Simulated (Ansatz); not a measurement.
Species: methylborane, CH₅B (charge 0, singlet). 
Geometry from a B3LYP-D3(BJ)/def2-TZVP (Ansatz, an electronic-structure program) optimisation:
SMILES: BC
```xyz
7

B      0.8690    -0.0191     0.0480
C     -0.6804     0.0301    -0.0086
H      1.4362    -0.9603     0.5159
H      1.5284     0.8539    -0.4310
H     -1.1090     1.0318    -0.0666
H     -0.9283    -0.4579    -0.9677
H     -1.1895    -0.5528     0.7605
```

Basis-set convergence of Hartree-Fock and CCSD(T) correlation energies (hartree) with Ansatz. Cores are frozen in the correlated levels unless marked. No spin-orbit coupling. No relativistic terms.

```tsv
basis	functions	E(HF)	E(corr, CCSD(T))	rough core time
aug-cc-pVDZ	91	-65.44776	-0.28701	under 20 s
aug-cc-pVTZ	207	[?]	[?]	25 s
```

Q: Some entries are withheld; supply them.

A: 
- aug-cc-pVTZ, E(HF): -65.46669
- aug-cc-pVTZ, E(corr, CCSD(T)): -0.33390
